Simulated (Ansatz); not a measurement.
`C[SiH2][S][GaH2]` → C• + Ga• + 7 H• + S• + Si•  (atomization)

Computed with Ansatz on PBE0-D4/def2-TZVP structures; ΔE is electronic, products minus reactants. CCSD(T)/CBS adds triple-zeta CCSD(T) − MP2 to the extrapolated MP2 energy (def2 sets, frozen cores). This one scheme is used for every species, atoms too. Functionals use def2-TZVPP. B3LYP here is the variant with VWN-RPA as its local correlation; programs differ in this. HSE06 is defined as in plane-wave codes. No spin–orbit coupling; open shells (•) take unrestricted orbitals. Spin–orbit coupling would lower the free atoms: a little for C, S, Si; clearly for Ga. Bonds to Ga are less sure, by a few kJ/mol each and by 10 to 20 or more in all where they break to atoms, as the def2 sets lack core-valence functions. Scalar relativity is left out up to krypton. Each species was taken in one conformer, which may not be the lowest.

`C[SiH2][S][GaH2]`:

Z-matrix (Å, degrees):
```
C
Si 1 1.865
H 1 1.092 2 110.6
H 1 1.094 2 110.3 3 120.1
H 1 1.092 2 110.8 3 -120.2
S 2 2.145 1 112.0 3 56.1
H 2 1.487 1 110.1 3 178.7
H 2 1.486 1 110.5 3 -61.3
Ga 6 2.199 2 99.5 1 71.9
H 9 1.559 6 115.9 2 179.9
H 9 1.564 6 117.9 2 -0.2
```

| level | ΔE (eV) | difference from CCSD(T)/CBS |
| --- | --- | --- |
| LDA (SPW92) | 39.86 | 4.03 |
| PBE-D4 | 35.66 | -0.17 |
| revPBE-D4 | 35.06 | -0.77 |
| r2SCAN-D4 | 35.89 | 0.06 |
| PBE0-D4 | 35.54 | -0.29 |
| B3LYP-D4 | 35.53 | -0.30 |
| r2SCANh-D4 | 35.77 | -0.06 |
| r2SCAN0-D4 | 35.62 | -0.21 |
| HSE06-D4 | 35.56 | -0.27 |
| BHLYP-D4 | 35.13 | -0.70 |
| CAM-B3LYP-D4 | 35.68 | -0.15 |
| ωB97X-V | 35.99 | 0.16 |
| ωB97M-V | 35.79 | -0.04 |
| B2PLYP | 35.15 | -0.68 |
| PBE-QIDH | 35.55 | -0.28 |
| PBE | 35.37 | -0.46 |
| revPBE | 34.30 | -1.53 |
| BLYP | 34.49 | -1.34 |
| PBE0 | 35.29 | -0.54 |
| B3LYP | 35.05 | -0.78 |
| r2SCANh | 35.70 | -0.13 |
| r2SCAN0 | 35.54 | -0.29 |
| HSE06 | 35.32 | -0.51 |
| BHLYP | 34.72 | -1.11 |
| CAM-B3LYP | 35.42 | -0.41 |
| LC-ωPBE | 35.40 | -0.43 |
| HF/def2-SVP | 26.95 | -8.88 |
| MP2/def2-SVP | 33.56 | -2.27 |
| CCSD/def2-SVP | 33.30 | -2.53 |
| CCSD(T)/def2-SVP | 33.60 | -2.23 |
| HF/def2-TZVPP | 27.00 | -8.83 |
| MP2/def2-TZVPP | 35.08 | -0.75 |
| SCS-MP2/def2-TZVPP | 35.16 | -0.67 |
| CCSD/def2-TZVPP | 34.62 | -1.21 |
| CCSD(T)/def2-TZVPP | 35.03 | -0.80 |
| HF/def2-QZVPP | 27.03 | -8.80 |
| MP2/def2-QZVPP | 35.56 | -0.27 |
| HF/CBS(def2) | 27.04 | -8.79 |
| MP2/CBS(def2) | 35.89 | 0.06 |
| CCSD/CBS(def2) | 35.42 | -0.41 |
| CCSD(T)/CBS | 35.83 | 0 |

Largest T1 diagnostic among the species: 0.013.

From BLYP to BHLYP (50 % exact exchange), in def2-TZVPP and without D4, ΔE moves by +0.23 eV. The D4 term adds +0.48 eV with B3LYP and +0.25 eV with PBE0; it sums over pairs of atoms, weighted by their polarisabilities, and B3LYP, whose exchange is more repulsive, gets the larger term. Leaving LDA and LC-ωPBE aside and taking each functional with its dispersion term where it has one, the values, not all of them listed here, spread over 1.06 eV, from revPBE-D4 to B97M-V. LDA lies +4.49 eV from PBE without D4, its usual overbinding.

For atomizations the MP2-based limit and the directly extrapolated one differ by several kJ/mol either way, and by 10 to 25 for some Ge, Se and Sn compounds, so smaller differences from it don't rank the levels.
